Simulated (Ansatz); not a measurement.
ClH₆NSi₃, SMILES Cl[SiH]1[SiH2]N[SiH2]1.

Geometry: PBE0-D3(BJ)/def2-SVP. This is a generated structure with no PubChem entry under its InChIKey; it may be hypothetical.

Two levels are set side by side: PBE/def2-TZVPD (Ansatz, a first-principles code) and PBE0/def2-TZVPD (Ansatz). Energy differences of separate SCF runs at the same geometry; the states with an electron removed or added have multiplicity 2 and 2. Differences are taken from unrounded values.

| quantity | PBE0 | PBE | PBE minus PBE0 |
|---|---|---|---|
| vertical ionisation energy (eV) | 9.02 | 8.79 | -0.23 |
| vertical singlet–triplet gap (eV) | 4.27 | 4.02 | -0.25 |
